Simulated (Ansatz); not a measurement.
`[AlH2][CH2][InH2]` at its PBE0-D4/def2-TZVP geometry, where that method's forces vanish. The species carries charge 0 and has multiplicity 1. In takes the def2 core potential.

```xyz
9

Al   -1.5945    0.3507   -0.6038
C    -0.2622   -0.0096    0.7437
In    1.7442   -0.3316    0.0204
H    -1.8722    1.8438   -1.0744
H    -2.3727   -0.8494   -1.2984
H    -0.5157   -0.9243    1.2895
H    -0.1831    0.8366    1.4338
H     2.8119    1.0173   -0.1253
H     2.2444   -1.9335   -0.3855
```

**Question.** What forces (eV/Å) does r2SCAN-D4/def2-TZVPP give on these atoms in Ansatz 0.2.0? (Estimate.)

**Answer.** Ansatz gave: 
```
Al1 -0.024  0.005 -0.028
C2  -0.072  0.014  0.013
In3  0.079 -0.014 -0.015
H4   0.010 -0.028  0.010
H5   0.019  0.021  0.015
H6   0.020  0.004 -0.003
H7   0.018 -0.012 -0.004
H8  -0.030 -0.023  0.003
H9  -0.020  0.032  0.009
```
